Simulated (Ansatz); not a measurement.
Program: Ansatz. Geometries: PBE0-D4/def2-TZVP. ΔE: electronic, gas phase. CCSD(T)/CBS is the MP2 limit (def2-TZVPP, def2-QZVPP) plus CCSD(T) − MP2 in def2-TZVPP, frozen cores. Functionals use def2-TZVPP. HSE06 is defined as in plane-wave codes. One conformer a species, not always the lowest.

`OC#CC[SiH3]` → `COC#C[SiH3]`  (isomerisation)

| level | ΔE (kJ/mol) |
| --- | --- |
| ωB97X-V | 4.2 |
| B2PLYP | -1.0 |
| r2SCANh | 3.3 |
| HSE06 | 9.9 |

What does CCSD(T)/CBS give? (Estimate.)

Ansatz gave: +4.8 kJ/mol. The listed levels differ from it by -0.6, -5.8, -1.5, 5.1 kJ/mol.

Largest T1 diagnostic among the species: 0.013.

In def2-TZVPP, CCSD(T) changes the Hartree–Fock value by +11.8 kJ/mol (the triples alone add −0.9 kJ/mol) and MP2 by +14.7 kJ/mol. From r2SCAN to r2SCAN0 (25 % exact exchange), in def2-TZVPP and without D4, ΔE moves by +4.5 kJ/mol. Leaving LDA and LC-ωPBE aside and taking each functional with its dispersion term where it has one, the values, not all of them listed here, spread over 13.5 kJ/mol, from BLYP-D4 to PBE0-D4. LDA lies +10.4 kJ/mol from PBE without D4.
